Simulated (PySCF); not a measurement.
## Working out the ionisation energy of Tl⁺

Tl⁺ [Xe] 4f14 5d10 6s2 (1S) → Tl²⁺ [Xe] 4f14 5d10 6s1 (2S). Computed with PySCF 2.14 in def2-TZVPPD with the def2 core potential (60 electrons), with scalar relativity through the core potential. Frozen: nothing. Energies in hartree (1 hartree = 27.21139 eV):

```json
{"part": "UHF", "Tl⁺ (lower)": "-171.330915", "Tl²⁺ (upper)": "-170.656118"}
{"part": "CCSD correlation", "Tl⁺ (lower)": "-0.382598", "Tl²⁺ (upper)": "-0.318585"}
{"part": "(T)", "Tl⁺ (lower)": "-0.008741", "Tl²⁺ (upper)": "-0.005462"}
```

Problem. What does Hartree-Fock give?

Solution. (-170.656118) − (-171.330915) = 0.674797 hartree = 18.362 eV.

Problem. What do CCSD and CCSD(T) give?

Solution. The CCSD correlation energies differ by 0.064013 hartree = 1.742 eV and the triples by 0.003279 hartree = 0.089 eV, so CCSD gives 20.104 eV and CCSD(T) 20.193 eV.

Measured between the centres of the two terms (NIST): 20.428 eV, so CCSD(T) (valence and next inner shell) is off by -0.235 eV.

What remains against the reference includes basis incompleteness and higher excitations.
